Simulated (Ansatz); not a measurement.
CH5ClGeS (`S[CH2][GeH2][Cl]`), relaxed with RKS PBE0-D4/def2-TZVP in Ansatz from a PBE-D4/def2-SVP geometry. The force threshold is 0.005 eV/Å; the program also tests the step.

Charge 0, multiplicity 1.

Start:

```xyz
9

S     0.847    1.264    1.438
C    -0.200    0.987   -0.037
Ge    0.025   -0.833   -0.754
Cl   -0.512   -2.163    0.908
H     0.432    0.144    2.101
H    -1.271    1.187    0.174
H     0.138    1.714   -0.803
H    -0.959   -1.170   -1.908
H     1.498   -1.130   -1.119
```

Q: By how much does the energy fall, and how many steps does the optimiser take? (An estimate is asked.)

A: Ansatz gave: 3.77 kJ/mol, in 5 steps.

Q: Which bonds change most? (Best estimate.)

A: Computed: Ge3–Cl4 from 2.195 to 2.164 Å; S1–C2 from 1.830 to 1.805 Å; S1–H5 from 1.367 to 1.344 Å; C2–H6 from 1.109 to 1.091 Å.

Q: Give the relaxed structure. (An estimate is asked.)

A: Ansatz gave: 
```xyz
9

S     0.836    1.275    1.416
C    -0.200    0.970   -0.031
Ge    0.019   -0.835   -0.745
Cl   -0.519   -2.185    0.858
H     0.450    0.196    2.119
H    -1.251    1.172    0.180
H     0.132    1.678   -0.795
H    -0.947   -1.140   -1.901
H     1.480   -1.131   -1.103
```
